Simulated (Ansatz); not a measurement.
`N[SiH2][AlH2]` + `N[Si](O)(Cl)Cl` → `N[SiH2]O[Si](N)(Cl)Cl` + `[AlH3]`  (cleavage of the Si–Al bond)

Calculated with Ansatz (gas phase, PBE0-D4/def2-TZVP geometries, no zero-point term in ΔE). CCSD(T)/CBS adds triple-zeta CCSD(T) − MP2 to the extrapolated MP2 energy (def2 sets, frozen cores). This one scheme is used for every species. DFT in def2-TZVPP. B3LYP here is the variant with VWN-RPA as its local correlation; programs differ in this. Each species was taken in one conformer, which may not be the lowest.

| level | ΔE (kJ/mol) | difference from CCSD(T)/CBS |
| --- | --- | --- |
| PBE-D4 | -113.1 | 25.8 |
| r2SCAN-D4 | -133.9 | 5.0 |
| PBE0-D4 | -122.1 | 16.8 |
| ωB97X-V | -137.8 | 1.1 |
| ωB97M-V | -144.6 | -5.7 |
| r2SCAN | -131.2 | 7.7 |
| PBE0 | -115.2 | 23.7 |
| B3LYP | -131.3 | 7.6 |
| HF/def2-TZVPP | -156.9 | -18.0 |
| MP2/def2-TZVPP | -147.8 | -8.9 |
| CCSD/def2-TZVPP | -140.2 | -1.3 |
| CCSD(T)/def2-TZVPP | -138.4 | 0.5 |
| HF/def2-QZVPP | -159.3 | -20.4 |
| MP2/def2-QZVPP | -148.8 | -9.9 |
| HF/CBS(def2) | -159.6 | -20.7 |
| MP2/CBS(def2) | -148.2 | -9.3 |
| CCSD(T)/CBS | -138.9 | 0 |

Largest T1 diagnostic among the species: 0.011.

In def2-TZVPP, CCSD(T) changes the Hartree–Fock value by +18.5 kJ/mol (the triples alone add +1.8 kJ/mol) and MP2 by +9.1 kJ/mol. From PBE to PBE0 (25 % exact exchange), in def2-TZVPP and without D4, ΔE moves by −9.5 kJ/mol. The D4 term adds −11.3 kJ/mol with B3LYP and −6.9 kJ/mol with PBE0; it sums over pairs of atoms, weighted by their polarisabilities, and B3LYP, whose exchange is more repulsive, gets the larger term.
